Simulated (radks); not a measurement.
Q: Spherical quantum dot in the effective-mass picture: electrons in a parabolic well V = omega^2 r^2 / 2 with omega = 0.127, with a point charge +1 (a donor) at the centre, all in effective atomic units (hartree* = m*/eps^2 hartree, bohr* = eps/m* bohr), one dielectric constant everywhere. Calculated with a radial shooting solver with Libxc functionals: non-relativistic Kohn-Sham, exchange-only LDA, spin-polarised, spherical densities. Levels are named by radial order and angular momentum (1s, 1p, 1d, 2s, ...), and open shells are averaged over m. Results are scaled to m* = 0.053 and eps = 10.8, for which hartree* = 12.36 meV and bohr* = 10.78 nm. At N = 20 the configuration is 1s2 1p6 1d10 2s2. Does electron 21 go into 1f up or 2p up?

A: Into 1f up. The total energies of the other choices lie higher by 0.413 meV (2p up).
